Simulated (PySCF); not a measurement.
# [Bi(NH3)]3+ relaxed at several levels

Computed with PySCF 2.14.0, def2-SVP on the ligands, density fitting, scalar-relativistic core potentials, no spin-orbit coupling, vacuum. Each row is relaxed at its own level from the same template. Distances are means of the shortest metal–ligand contacts, charges and spins Mulliken's; removal energies are rigid, with the ligand's formal charge and no counterpoise, so too large; for an anion taken off a cation in vacuum most of it is the attraction of opposite charges, and multiply charged cations can part far more cheaply with an electron moved from ligand to metal.

```csv
level,basis on the metal,point group,M–NH3 (Å),charge on M (e),HOMO–LUMO gap (eV),removal of one NH3 (eV),"strongest infrared band, degenerate modes summed (cm⁻¹)",unstable modes (below −25 cm⁻¹)
BP86,def2-SVP with ECP60,C3v,2.353,2.31,3.54,7.64,3101,0
```

(1) What does the calculation give for PBE0, def2-SVP with ECP60?

One start shape was tried for each, so a minimum needn't be the lowest isomer.

## Answers

(1) point group: C3v, M–NH3 (Å): 2.318, charge on M (e): 2.35, HOMO–LUMO gap (eV): 5.84, removal of one NH3 (eV): 7.40, unstable modes (below −25 cm⁻¹): 0.
```xyz
5

Bi    0.0000    0.0000   -0.1626
N     0.0000    0.0000    2.1554
H     0.9661    0.0000    2.5752
H    -0.4831    0.8367    2.5752
H    -0.4830   -0.8367    2.5752
```
